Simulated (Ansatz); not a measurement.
A short molecular-dynamics run on C₄H₁₀BNO.

```yaml
crystal:
  periodic: [false, false, false]
  atoms:
    - {symbol: C, position_ang: [2.322932, 0.949280, 0.892924]}
    - {symbol: C, position_ang: [1.053182, 1.635528, 1.008099]}
    - {symbol: N, position_ang: [0.035653, 2.163201, 1.095035]}
    - {symbol: B, position_ang: [-0.769355, -0.830999, -0.291396]}
    - {symbol: C, position_ang: [-0.103518, -0.447212, -1.659618]}
    - {symbol: C, position_ang: [-2.265405, -0.487738, 0.040973]}
    - {symbol: O, position_ang: [0.024295, -1.472473, 0.622598]}
    - {symbol: H, position_ang: [2.140486, -0.125530, 0.837222]}
    - {symbol: H, position_ang: [2.949356, 1.169042, 1.758648]}
    - {symbol: H, position_ang: [2.841813, 1.272619, -0.010652]}
    - {symbol: H, position_ang: [-0.576417, -1.009637, -2.472820]}
    - {symbol: H, position_ang: [-0.273662, 0.608982, -1.890090]}
    - {symbol: H, position_ang: [0.968994, -0.649746, -1.695570]}
    - {symbol: H, position_ang: [-2.921032, -0.590018, -0.827415]}
    - {symbol: H, position_ang: [-2.305910, 0.567690, 0.337197]}
    - {symbol: H, position_ang: [-2.690094, -1.071352, 0.863617]}
    - {symbol: H, position_ang: [-0.450417, -1.681936, 1.431449]}
basis:
  gaussian: {orbitals: def2-SVP}
hamiltonian: {xc: {name: PBE}, dispersion: d3bj}
md: {timestep: 0.5 fs, n_steps: 50, ensemble: nvt_nose_hoover, temperature: 1000, initial_velocities: maxwell_boltzmann, seed: 86}
```

```sh
$ ansatz run in.yaml --threads 4 --pin off --events-out ev --progress --plain --max-ram 11315MiB
```

```csv
step,time (fs),potential energy (eV),kinetic (eV),T (K),conserved (eV)
0,0.0,-8508.7932,1.9389,1000,-8506.8543
1,0.5,-8508.8086,1.9549,1008,-8506.8537
2,1.0,-8508.7045,1.8533,956,-8506.8513
3,1.5,-8508.5155,1.6673,860,-8506.8482
4,2.0,-8508.2882,1.4430,744,-8506.8452
5,2.5,-8508.0681,1.2251,632,-8506.8430
6,3.0,-8507.8903,1.0487,541,-8506.8416
7,3.5,-8507.7768,0.9358,483,-8506.8411
8,4.0,-8507.7363,0.8952,462,-8506.8413
9,4.5,-8507.7652,0.9232,476,-8506.8423
10,5.0,-8507.8477,1.0042,518,-8506.8440
11,5.5,-8507.9575,1.1119,573,-8506.8462
12,6.0,-8508.0604,1.2126,625,-8506.8487
13,6.5,-8508.1203,1.2708,655,-8506.8507
14,7.0,-8508.1101,1.2602,650,-8506.8513
15,7.5,-8508.0250,1.1769,607,-8506.8498
16,8.0,-8507.8937,1.0496,541,-8506.8461
17,8.5,-8507.7763,0.9368,483,-8506.8418
18,9.0,-8507.7397,0.9026,466,-8506.8396
19,9.5,-8507.8168,0.9783,505,-8506.8413
20,10.0,-8507.9820,1.1394,588,-8506.8459
21,10.5,-8508.1659,1.3193,680,-8506.8504
22,11.0,-8508.2974,1.4491,747,-8506.8526
23,11.5,-8508.3379,1.4906,769,-8506.8522
24,12.0,-8508.2883,1.4437,745,-8506.8501
25,12.5,-8508.1765,1.3351,689,-8506.8476
26,13.0,-8508.0388,1.1999,619,-8506.8455
27,13.5,-8507.9055,1.0685,551,-8506.8443
28,14.0,-8507.7965,0.9606,495,-8506.8436
29,14.5,-8507.7222,0.8871,458,-8506.8433
30,15.0,-8507.6872,0.8527,440,-8506.8432
31,15.5,-8507.6931,0.8590,443,-8506.8433
32,16.0,-8507.7377,0.9035,466,-8506.8439
33,16.5,-8507.8115,0.9766,504,-8506.8451
34,17.0,-8507.8945,1.0583,546,-8506.8472
35,17.5,-8507.9564,1.1186,577,-8506.8494
36,18.0,-8507.9644,1.1259,581,-8506.8510
37,18.5,-8507.8988,1.0614,547,-8506.8507
38,19.0,-8507.7695,0.9357,483,-8506.8478
39,19.5,-8507.6243,0.7956,410,-8506.8434
40,20.0,-8507.5330,0.7086,365,-8506.8398
41,20.5,-8507.5512,0.7276,375,-8506.8395
42,21.0,-8507.6839,0.8578,442,-8506.8427
43,21.5,-8507.8822,1.0523,543,-8506.8474
44,22.0,-8508.0736,1.2412,640,-8506.8509
45,22.5,-8508.2005,1.3680,706,-8506.8522
46,23.0,-8508.2391,1.4087,727,-8506.8515
47,23.5,-8508.1963,1.3690,706,-8506.8497
48,24.0,-8508.0960,1.2720,656,-8506.8478
49,24.5,-8507.9669,1.1458,591,-8506.8460
50,25.0,-8507.8354,1.0169,524,-8506.8445
```

Velocities are drawn at the set temperature; a run this short doesn't reach equilibrium.

Frames (Å, forces in eV/Å):

```xyz
17
time=0.0 fs
C     2.323    0.949    0.893   -0.256    0.171    0.030
C     1.053    1.636    1.008    2.057   -1.062   -0.167
N     0.036    2.163    1.095   -2.397    1.211    0.190
B    -0.769   -0.831   -0.291   -0.099    0.054   -0.048
C    -0.104   -0.447   -1.660   -0.065   -0.083    0.273
C    -2.265   -0.488    0.041    0.232   -0.128   -0.057
O     0.024   -1.472    0.623    0.650   -0.021   -0.358
H     2.140   -0.126    0.837   -0.094   -0.576   -0.023
H     2.949    1.169    1.759    0.361    0.092    0.435
H     2.842    1.273   -0.011    0.299    0.136   -0.466
H    -0.576   -1.010   -2.473   -0.241   -0.269   -0.388
H    -0.274    0.609   -1.890   -0.091    0.518   -0.108
H     0.969   -0.650   -1.696    0.536   -0.097   -0.013
H    -2.921   -0.590   -0.827   -0.326   -0.042   -0.432
H    -2.306    0.568    0.337    0.012    0.515    0.140
H    -2.690   -1.071    0.864   -0.212   -0.279    0.411
H    -0.450   -1.682    1.431   -0.365   -0.140    0.580
17
time=2.5 fs
C     2.301    0.941    0.882    1.475   -2.696    1.761
C     1.070    1.628    1.025   -2.631    0.979    0.234
N     0.017    2.172    1.065    1.272   -0.623    0.033
B    -0.749   -0.837   -0.305   -0.952   -0.497    1.043
C    -0.112   -0.426   -1.631    2.598   -2.157   -1.481
C    -2.251   -0.478    0.029   -1.394   -0.240    0.930
O     0.030   -1.467    0.632   -0.268   -0.788    1.185
H     2.125   -0.268    0.772    0.261    2.657    0.343
H     3.015    1.156    1.811   -1.146   -0.436   -1.707
H     2.742    1.309   -0.037    0.747    0.107   -0.644
H    -0.564   -0.965   -2.518   -0.034    0.253    0.587
H    -0.336    0.613   -1.789    0.276    1.283   -0.364
H     1.047   -0.754   -1.705   -2.117    1.154    0.194
H    -2.977   -0.611   -0.861    0.862    0.751    0.996
H    -2.197    0.583    0.499   -0.377   -0.972   -0.993
H    -2.739   -1.107    0.879    0.764    0.579   -0.936
H    -0.490   -1.784    1.435    0.664    0.647   -1.180
17
time=5.0 fs
C     2.286    0.920    0.879    2.116   -1.892    0.008
C     1.074    1.624    1.043   -4.666    1.811    0.168
N     0.004    2.178    1.035    2.991   -1.454    0.194
B    -0.735   -0.846   -0.313   -1.581   -0.713    1.676
C    -0.109   -0.414   -1.609    2.044   -0.541   -2.438
C    -2.243   -0.469    0.022   -0.935   -0.393    1.512
O     0.036   -1.464    0.644    0.078   -0.673    0.360
H     2.124   -0.268    0.725    0.140    2.386    0.449
H     3.019    1.120    1.772   -0.934   -0.350   -1.446
H     2.682    1.349   -0.093    0.345   -0.503    0.663
H    -0.555   -0.908   -2.532   -0.142    0.331    0.781
H    -0.381    0.680   -1.707    0.896   -0.439   -0.223
H     1.014   -0.793   -1.704   -1.607    1.446    0.242
H    -2.988   -0.589   -0.844    0.824    1.034    0.781
H    -2.110    0.548    0.604   -0.680   -1.021   -1.490
H    -2.747   -1.112    0.846    0.817    0.429   -0.779
H    -0.497   -1.853    1.381    0.293    0.541   -0.458
17
time=7.5 fs
C     2.281    0.891    0.875    0.021    2.297   -2.241
C     1.057    1.629    1.061   -2.701    0.699   -0.128
N     0.002    2.179    1.006    1.832   -0.822    0.363
B    -0.728   -0.858   -0.313   -1.692   -0.480    1.458
C    -0.097   -0.404   -1.599   -1.177    1.696   -1.278
C    -2.239   -0.463    0.022    1.124   -0.770    1.074
O     0.042   -1.464    0.658    1.123    0.257   -1.377
H     2.129   -0.143    0.703   -0.498   -1.707   -0.093
H     2.978    1.066    1.659    1.150    0.241    1.069
H     2.645    1.361   -0.115    0.200   -0.708    1.073
H    -0.557   -0.834   -2.505   -0.612   -0.073   -0.055
H    -0.374    0.726   -1.639    1.085   -1.251   -0.211
H     0.900   -0.753   -1.690    2.041    0.376   -0.059
H    -2.956   -0.507   -0.787   -0.371    0.937   -0.783
H    -2.061    0.460    0.626   -0.557    0.485   -0.745
H    -2.710   -1.098    0.773   -0.077   -0.739    0.631
H    -0.492   -1.895    1.307   -0.890   -0.440    1.302
17
time=10.0 fs
C     2.276    0.874    0.861   -1.406    3.904   -1.212
C     1.027    1.637    1.079    1.647   -1.531   -0.194
N     0.007    2.176    0.978   -1.443    0.885    0.235
B    -0.731   -0.873   -0.304   -1.151   -0.026    0.736
C    -0.090   -0.387   -1.595   -1.744    1.099   -0.089
C    -2.230   -0.460    0.026    1.243   -1.844   -0.358
O     0.052   -1.463    0.668   -0.178   -0.707   -0.158
H     2.103   -0.115    0.675   -0.849   -3.460   -0.370
H     2.998    1.024    1.601    1.569    0.325    1.747
H     2.622    1.334   -0.081    0.504   -0.112   -0.155
H    -0.593   -0.763   -2.480   -0.640   -0.308   -0.604
H    -0.305    0.707   -1.584    0.574   -0.027   -0.237
H     0.897   -0.689   -1.679    2.904   -0.199   -0.271
H    -2.941   -0.370   -0.770   -0.537    0.624   -0.987
H    -2.043    0.403    0.608   -0.068    2.119    0.677
H    -2.677   -1.124    0.733   -0.670   -1.143    1.077
H    -0.525   -1.951    1.292    0.244    0.400    0.163
17
time=12.5 fs
C     2.265    0.872    0.843   -0.577   -1.125    1.812
C     1.004    1.638    1.096    4.038   -2.605   -0.232
N     0.006    2.177    0.952   -3.226    1.811    0.047
B    -0.740   -0.888   -0.291   -0.098    0.498    0.010
C    -0.090   -0.366   -1.593    1.934   -1.783   -0.523
C    -2.216   -0.466    0.030   -0.979   -0.789    0.132
O     0.060   -1.465    0.676   -1.203   -1.431    0.499
H     2.036   -0.254    0.632    0.193    1.618    0.598
H     3.094    0.998    1.630   -1.139   -0.192   -0.656
H     2.629    1.302   -0.058    0.777    0.541   -1.485
H    -0.663   -0.708   -2.484    0.228    0.011    0.039
H    -0.203    0.692   -1.543   -0.057    1.739   -0.150
H     1.039   -0.630   -1.683   -1.470    0.337   -0.118
H    -2.950   -0.199   -0.802    0.804   -0.394    0.677
H    -2.033    0.452    0.619   -0.120    0.328    0.152
H    -2.678   -1.207    0.747   -0.132    0.460   -0.353
H    -0.548   -1.986    1.291    1.028    0.976   -0.448
17
time=15.0 fs
C     2.251    0.867    0.831    0.663   -1.744    0.896
C     1.000    1.626    1.112    1.743   -1.071   -0.847
N    -0.006    2.185    0.925   -0.858    0.489    0.470
B    -0.750   -0.900   -0.278    0.957    1.043   -0.572
C    -0.081   -0.351   -1.592    2.150   -0.304   -0.481
C    -2.206   -0.476    0.035   -1.786    0.967    0.989
O     0.066   -1.472    0.686   -0.369   -0.498   -0.764
H     1.976   -0.318    0.620    0.597    2.767    0.725
H     3.134    0.962    1.631   -1.911   -0.229   -1.197
H     2.676    1.294   -0.107   -0.137   -0.129    0.074
H    -0.721   -0.652   -2.487    0.903    0.266    0.484
H    -0.102    0.759   -1.511   -0.346    0.029   -0.155
H     1.111   -0.557   -1.695   -2.543   -0.048   -0.142
H    -2.916   -0.051   -0.801    1.061   -1.278    1.104
H    -2.030    0.523    0.639   -0.151   -1.531   -0.468
H    -2.688   -1.268    0.746    0.064    1.327   -0.928
H    -0.518   -1.971    1.274   -0.037   -0.054    0.813
17
time=17.5 fs
C     2.240    0.854    0.824    0.526    0.025   -0.975
C     1.004    1.610    1.123   -1.711    1.205   -1.665
N    -0.022    2.195    0.901    2.364   -1.371    1.199
B    -0.754   -0.907   -0.268    1.509    1.329   -0.790
C    -0.063   -0.338   -1.594    0.398    1.658    0.548
C    -2.204   -0.481    0.044   -0.623    1.300    1.038
O     0.069   -1.480    0.694    0.038   -0.059   -1.362
H     1.949   -0.231    0.649    0.278    0.793    0.224
H     3.069    0.915    1.569   -0.491   -0.008    0.136
H     2.716    1.281   -0.155   -0.874   -0.556    1.213
H    -0.728   -0.582   -2.466    0.727    0.164    0.064
H    -0.023    0.831   -1.488   -0.714   -1.444   -0.155
H     1.044   -0.487   -1.715   -0.600   -0.761   -0.331
H    -2.825    0.026   -0.741    0.023   -1.136   -0.090
H    -2.035    0.511    0.637    0.078   -1.423   -0.028
H    -2.699   -1.256    0.694   -0.414    0.716   -0.286
H    -0.488   -1.957    1.301   -0.514   -0.432    1.260
17
time=20.0 fs
C     2.231    0.843    0.812   -0.677    3.893   -1.561
C     1.000    1.599    1.126   -2.905    2.206   -2.064
N    -0.029    2.199    0.882    3.437   -2.057    1.540
B    -0.751   -0.906   -0.263    1.490    1.114   -0.596
C    -0.043   -0.317   -1.593   -2.778    1.900    1.957
C    -2.205   -0.481    0.058    1.332   -0.021    0.247
O     0.072   -1.490    0.697   -1.080   -1.073    0.181
H     1.931   -0.116    0.689   -1.049   -3.978   -0.637
H     2.982    0.867    1.521    1.898    0.218    2.314
H     2.709    1.237   -0.139   -0.627   -0.205    0.532
H    -0.696   -0.503   -2.443   -0.092   -0.110   -0.752
H     0.016    0.827   -1.474   -0.769   -0.867    0.013
H     0.957   -0.463   -1.758    3.229   -1.454   -0.754
H    -2.736    0.041   -0.690   -1.305   -0.050   -1.909
H    -2.034    0.424    0.638    0.432    0.460    1.278
H    -2.736   -1.206    0.628   -1.234   -0.760    0.796
H    -0.479   -1.959    1.391    0.699    0.783   -0.585
17
time=22.5 fs
C     2.219    0.846    0.795   -1.171   -0.419    2.336
C     0.983    1.598    1.119   -1.089    1.289   -1.875
N    -0.022    2.195    0.869    1.742   -1.125    1.225
B    -0.739   -0.900   -0.260    1.124    0.516   -0.219
C    -0.034   -0.288   -1.583    0.150   -1.009    0.773
C    -2.201   -0.480    0.074    0.076   -0.523   -0.799
O     0.072   -1.503    0.700   -0.715   -0.793    0.146
H     1.867   -0.185    0.698    0.028   -0.597   -0.246
H     2.982    0.830    1.587    0.059    0.224    0.312
H     2.669    1.185   -0.099    0.542    0.716   -1.616
H    -0.666   -0.429   -2.459   -0.319   -0.222   -0.569
H     0.011    0.780   -1.458   -0.313    1.340    0.314
H     1.016   -0.518   -1.838    0.036   -0.603    0.097
H    -2.711    0.044   -0.737   -0.487   -0.307   -0.655
H    -2.009    0.358    0.709    0.287    1.122    1.385
H    -2.838   -1.191    0.600   -0.425   -0.323    0.226
H    -0.436   -1.921    1.454    0.476    0.715   -0.836
17
time=25.0 fs
C     2.202    0.849    0.787   -0.570   -2.945    3.140
C     0.962    1.604    1.103    2.747   -1.021   -1.114
N    -0.009    2.187    0.861   -1.923    1.050    0.387
B    -0.721   -0.890   -0.259    0.506   -0.003    0.162
C    -0.025   -0.263   -1.569    1.575   -2.192   -1.270
C    -2.197   -0.481    0.086   -1.471    0.717   -0.084
O     0.069   -1.519    0.703    0.743    0.323   -1.780
H     1.800   -0.300    0.692    0.977    2.305    0.049
H     2.991    0.808    1.674   -1.356    0.328   -1.576
H     2.654    1.169   -0.140    0.299    0.406   -0.711
H    -0.651   -0.368   -2.505    0.159   -0.181    0.588
H    -0.013    0.801   -1.425    0.167    1.325    0.281
H     1.089   -0.607   -1.913   -2.254    0.610    1.029
H    -2.716    0.029   -0.820    0.550   -0.627    1.262
H    -1.971    0.346    0.852   -0.468   -0.503   -0.669
H    -2.962   -1.193    0.585    1.135    0.657   -0.595
H    -0.371   -1.846    1.479   -0.816   -0.248    0.900
```

Hardware: 4 threads of an Arm Neoverse V2 on a shared host. Wall time 98 s, peak host memory 0.66 GiB.
